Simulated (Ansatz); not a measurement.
# Reading a saddle point

A first-order saddle point of SiAsH$_{7}$SO, closed shell, PBE0-D4/def2-TZVP, with one imaginary mode of 809i cm⁻¹:

Si1  (0.019, -0.019, -0.840)
S2  (1.406, -1.300, 0.536)
H3  (-0.917, -1.182, -0.678)
H4  (0.911, 1.162, -0.691)
O5  (-0.085, 0.125, -2.482)
H6  (0.232, -0.306, 1.062)
As7  (-1.289, 0.973, 1.108)
H8  (2.324, -0.360, 0.819)
H9  (-0.648, -0.522, -2.914)
H10  (-1.682, -0.166, 2.031)
H11  (-0.271, 1.596, 2.048)
(Å)

Ansatz 0.2.0; basis: def2-TZVPP and def2-QZVPP; cores frozen in the correlated methods. Filled d shells of the heavier atoms are correlated. The def2 sets are not built for correlating such inner shells, so the correlated values are less sure here. Extrapolation: Hartree–Fock as exp(−7.88 √X), correlation as X^−2.97.

(1) Which contacts change along the imaginary mode, and what lies on either side? (Judge from chemistry; the calculation decides.)

(2) Which side is lower, and how far does the saddle lie above each? (Judge from chemistry; the value comes from the calculation.)

The T1 diagnostic stays at or below 0.013.

## Answers

(1) The calculation gives: The step is SiH₄SO ([OH][SiH2][SH]) + AsH₃ → SiAsH₅O ([OH][SiH2][AsH2]) + H₂S, with the molecules in contact on both sides. Shortening one way: Si1–As7, S2–H6; lengthening the same way: Si1–S2, H6–As7.
```tsv
pair	one side (Å)	saddle (Å)	other side (Å)
Si1–As7	3.80	2.55	2.37
S2–H6	3.72	1.63	1.34
Si1–S2	2.14	2.34	3.77
H6–As7	1.52	1.99	4.51
```

(2) The calculation gives: The side with Si1–S2, H6–As7 short is lower by 0.443 eV; the saddle lies 2.351 eV above it and 1.908 eV above the other (CCSD(T) at an estimated basis limit (MP2 extrapolated from triple and quadruple zeta, plus CCSD(T) − MP2 in triple zeta); electronic energies).

Labels in which every atom is bracketed show which atoms are joined, not bond orders.

For scale, one of the runs: CCSD(T)/def2-TZVPP, 261 basis functions, launched by `ansatz run in.yaml --threads 8 --pin off --events-out ev --progress --plain --max-ram 19148MiB`. Hardware: 8 CPU threads of an Intel Xeon Platinum 8259CL, shared host. Wall time 2.2 min; peak host memory 5.9 GiB.
